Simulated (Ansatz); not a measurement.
Correlation energies of C₄H₈BN, SMILES `BCC=C=NC` by basis set

```xyz
14

B    -0.1936    2.3977   -1.7408
C     0.0705    1.4996   -0.5057
C    -0.6674    0.1974   -0.4089
C    -0.1227   -0.9229   -0.0069
N     0.4168   -1.9761    0.2707
C     0.4689   -2.5034    1.6195
H     0.5293    3.3280   -1.9562
H    -1.1558    2.2359   -2.4358
H     1.1379    1.3768   -0.3003
H    -0.2641    2.1932    0.2981
H    -1.7077    0.1604   -0.7168
H    -0.0240   -1.8574    2.3529
H    -0.0029   -3.4878    1.6285
H     1.5146   -2.6413    1.9015
```

Total charge 0; spin multiplicity 1. The geometry is a stationary point of PBE0-D4/def2-TZVP. It is one conformer, not always the lowest. Frozen core, restricted reference, Ansatz 0.2.0. CBS rows extrapolate triple and quadruple zeta; past MP2 they add the triple-zeta difference.

```
     basis     HF (Eh)  MP2 corr.
def2-TZVPP  -235.27314   -0.95065
def2-QZVPP  -235.28383   -1.01187
```

Q: Estimate the CCSD correlation energy and the (T) correction in each basis where they were run (hartree).

A: 
```tsv
basis	CCSD corr.	(T)
def2-TZVPP	-0.99820	-0.04532
CBS(def2)	-1.10476	as TZ
```
